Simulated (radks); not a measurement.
Species: Re LXIX. Configuration: [He] 2s2 2p3.

Calculated with a radial shooting solver on a logarithmic mesh with Libxc functionals: Dirac Kohn-Sham, relativistic LDA (MacDonald-Vosko exchange, VWN5 correlation), spin-unpolarised, spherical densities, finite nucleus; open shells fill j = l - 1/2 first; Fermi nuclear charge, rms radius 5.3698 fm.

Energy parts (hartree):
total: -9565.0513
kinetic: 11366.8042
electron-nucleus: -21324.2669
Hartree: 464.4825
exchange-correlation: -72.0710

Orbitals (lengths in bohr, moments of r in powers of bohr; <r^-3> diverges for s and p1/2; r(90%) holds 90 % of the orbital's charge):
orbital	occ.	eigenvalue (hartree)	r(90%)	<r^4>	<r^-3>	<1/r>
1s1/2	2	-2877.272	0.0329	5.488e-07	-	88.42
2s1/2	2	-690.2328	0.115	0.00007143	-	22.29
2p1/2	2	-678.5339	0.100	0.00004151	-	22.18
2p3/2	1	-622.1481	0.110	0.00005966	18340	18.60

The highest occupied level is 2p3/2 at -16929.5 eV. The density falls to 0.001 e/bohr^3 at r = 0.30 bohr. Summed over all electrons, <r^2> = 0.02845 bohr^2, which gives a Langevin (diamagnetic) susceptibility term of -0.0225 x 10^-6 cm^3/mol. For comparison, the ionisation energy in NIST's Atomic Spectra Database is 17120 eV (theoretical). In exact Kohn-Sham theory the highest level is minus the ionisation energy, but local and semilocal functionals leave it too shallow, through self-interaction and a potential that decays too fast; potentials with the right tail come closer.

Beside tabulated values, note that spin-unpolarised runs miss the spin-polarisation part of the exchange energy of open shells.
